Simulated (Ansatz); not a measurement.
Species: C$_{4}$H$_{5}$BO$_{2}$, SMILES `Bc1coc(O)c1` (charge 0, multiplicity 1).

Give a relaxed geometry from PBE-D3(BJ)/def2-SVP run with Ansatz (a program for electronic structure).

This is not unique; one that fits is the end point of this relaxation, one of several conformers (outside a Z-matrix the atoms follow the SMILES, hydrogens last).
Z-matrix (Å, degrees):
```
C
C 1 1.3897
O 2 1.3626 1 111.07
C 3 1.3765 2 106.73 1 -0.04
O 4 1.3394 3 116.46 2 -179.97
H 5 0.9767 4 108.26 3 -0.07
C 4 1.3693 5 132.55 6 179.93
H 7 1.0937 4 126.47 5 -0.01
H 2 1.0951 3 115.97 4 -180.00
B 1 1.5280 2 123.85 9 -0.02
H 10 1.2173 1 121.24 2 -179.98
H 10 1.2186 11 119.44 1 180.00
```
